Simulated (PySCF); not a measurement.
## How methods differ on the ionisation energy of As

As [Ar] 3d10 4s2 4p3 (4S) → As⁺ [Ar] 3d10 4s2 4p2 (3P), as a difference of total energies. Calculation: PySCF 2.14, in aug-cc-pVDZ-PP with ECP10MDF; scalar relativity through the core potential. Correlated levels: valence: 3s2 3p6 3d10 frozen. The calculations carry no spin-orbit coupling.

| method | ionisation energy (eV) |
| --- | --- |
| UHF | 9.431 |
| MP2 (valence) | 9.810 |
| SCS-MP2 (valence) | 9.678 |
| CCSD (valence) | 9.768 |
| CCSD(T) (valence) | 9.779 |
| CCSDT (valence) | 9.780 |

Errors of the correlated levels include the incompleteness of this basis and the frozen core.

Problem. Which method comes closest to the reference value, and which is furthest?

Solution. The reference is 10.008 eV (measured; NIST levels, between the centres of gravity of the two terms). Closest: MP2 (valence) (error -0.198 eV); furthest: UHF (error -0.577 eV).
